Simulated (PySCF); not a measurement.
Stationary points of TeCl2

Level of theory: PBE0/[Te def2-TZVP with ECP28, Cl def2-TZVP], scalar-relativistic core potentials, density fitting, no spin–orbit coupling, PySCF.

Relaxations began from a few typed shapes. The search is not exhaustive: other isomers or separated fragments can lie lower, and high-lying points may rest on an excited occupation.

```tsv
spin	group	bonds	angles	imaginary modes (cm⁻¹)	ΔE (kJ/mol)	ΔE with ZPE (kJ/mol)
singlet	C2v	Te–Cl 2.320 Å (×2)	Cl–Te–Cl 99.3°	none	0.0	0.0
singlet	D∞h	Te–Cl 2.426 Å (×2)	Cl–Te–Cl 180.0°	161i	169.7	–
```

The lowest minimum found is the singlet C2v: Te–Cl 2.320 Å (×2); Cl–Te–Cl 99.3°.

Counting electrons, tellurium keeps 4 of its valence electrons outside its bonds, so the VSEPR class is AX2E2 and the expected shape is bent (C2v), as computed.

The electron or spin density has lower symmetry than the nuclear frame for the singlet D∞h at 169.7 kJ/mol.
